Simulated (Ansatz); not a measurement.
**Question.** Name a neutral molecule of F, O, Se, Si and H with ideal-gas entropy at 298 K and 1 bar (rigid rotor, harmonic PBE0-D4/def2-TZVP) between 357 and 373 J/(mol·K) and LUMO energy (ωB97M-V/def2-TZVPP) between 1.55 and 1.85 eV (Ansatz, PBE0-D4/def2-TZVP geometry).

**Answer.** `O[Si](O)(F)[SeH]` (370 J/(mol·K), 1.73 eV). Other molecules can fit too; these were computed, each in one conformer that needn't be the lowest.
